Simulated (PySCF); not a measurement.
C₆H₁₁O (doublet state).
Geometry (PBE0-D3(BJ)/def2-SVP, Å), atoms numbered from 1 in this order:
```
atom  x, y, z in Å
C1     0.7239   -1.2589   -0.6453
C2    -0.6676   -1.3461   -0.1085
C3    -1.4808   -0.0558   -0.2608
C4    -1.1503    1.0184    0.7739
O5     0.2007    1.0953    1.1397
C6     1.1295    1.1476    0.0895
C7     1.7075   -0.2331   -0.2013
H8     1.1141   -2.1221   -1.1929
H9    -1.1937   -2.1632   -0.6259
H10   -0.6525   -1.6316    0.9651
H11   -1.3356    0.3317   -1.2828
H12   -2.5576   -0.2777   -0.1755
H13   -1.5152    2.0017    0.4108
H14   -1.6858    0.8067    1.7131
H15    0.6828    1.5879   -0.8224
H16    1.9428    1.8222    0.4046
H17    2.5211   -0.1400   -0.9415
H18    2.1991   -0.5704    0.7370
```

Method: PySCF 2.14.0, PBE0-D3(BJ)/def2-SVP geometry optimisation, gas phase.

Take the most abundant isotopes and a rigid rotor. The values belong to one conformer with, in the numbering `[CH:1]1[CH2:2][CH2:3][CH2:4][O:5][CH2:6][CH2:7]1`, C7–C1–C2–C3 56°, C1–C2–C3–C4 -78°, C2–C3–C4–O5 36°, C3–C4–O5–C6 50°.

Q: What are A, B and C (cm⁻¹)?

A: Ia = 148.77, Ib = 160.61, Ic = 271.63 u·Å²; 505379 MHz·u·Å²/I gives 3397, 3147 and 1861 MHz, that is A = 0.11331, B = 0.10496, C = 0.06206 cm⁻¹.

Q: What kind of rotor is it?

A: An asymmetric top. Ray's parameter κ = (2B − A − C)/(A − C) = 0.674; −1 is the prolate and +1 the oblate limit.

Q: What does the inertial defect say?

A: Not planar: Δ = Ic − Ia − Ib = -37.75 u·Å². For a rigid frame Δ = −2 Σ m c², so Σ m c² = 18.88 u·Å² lies off the ab plane: 9.65 from hydrogen and 9.23 from heavier atoms. The atom farthest from that plane is 1.52 Å away.

Q: Give the other two planar moments, Paa and Pbb, and the rms extents of the mass along the axes.

A: Paa = Σ m a² = (Ib + Ic − Ia)/2 = 141.73 and Pbb = Σ m b² = (Ia + Ic − Ib)/2 = 129.89 u·Å². With the mass M = 99.08 u, the rms extents √(P/M) along a, b and c are 1.20, 1.14, 0.44 Å.

Q: Which types of transition are allowed, and where do some lines up to J = 2 fall?

A: The dipole components are |μa| = 0.13 D, |μb| = 0.69 D, |μc| = 0.82 D. Intensities carry the squares of the components, which stand as 0.03 : 0.72 : 1.00 (a : b : c). Some lines, for components of 0.1 D or more:

```
type  branch         J(Ka,Kc)    MHz  lower level (cm⁻¹)
   c       Q  2(2,1) ← 2(1,1)    752               0.595
   a       Q  2(2,0) ← 2(2,1)   1069               0.620
   a       Q  1(1,0) ← 1(1,1)   1286               0.175
   b       Q  2(2,0) ← 2(1,1)   1820               0.595
   b       Q  2(1,1) ← 2(0,2)   3891               0.465
   b       Q  2(2,1) ← 2(1,2)   4610               0.467
   a       R  1(0,1) ← 0(0,0)   5007               0.000
   b       R  1(1,1) ← 0(0,0)   5258               0.000
   c       R  1(1,0) ← 0(0,0)   6544               0.000
   a       R  2(0,2) ← 1(0,1)   8946               0.167
   b       R  2(1,2) ← 1(0,1)   8979               0.167
   a       R  2(1,1) ← 1(1,0)  11300               0.218
   c       R  2(1,1) ← 1(0,1)  12837               0.167
   c       R  2(2,1) ← 1(1,1)  13338               0.175
```

Q: Estimate the classical rotational partition function at 25 K, 100 K and 298.15 K.

A: Point group C1, symmetry number σ = 1; q = (√π/σ)·√((kT/h)³/(ABC)), k/h = 20836.6 MHz/K: 4730 at 25 K, 37800 at 100 K, 195000 at 298.15 K.

For this open shell read J as N, the rotation without spin; fine and hyperfine splittings come on top. Whether it is a minimum is left open (no frequencies). ⟨S²⟩ = 0.755 (exact for a doublet: 0.75). These are rigid-rotor constants of the computed structure; measured ground-state constants (B0) also hold zero-point vibration.

The run took 5.9 min wall on Arm Neoverse N1, one thread, on a shared host. That covers the optimisation of the geometry.
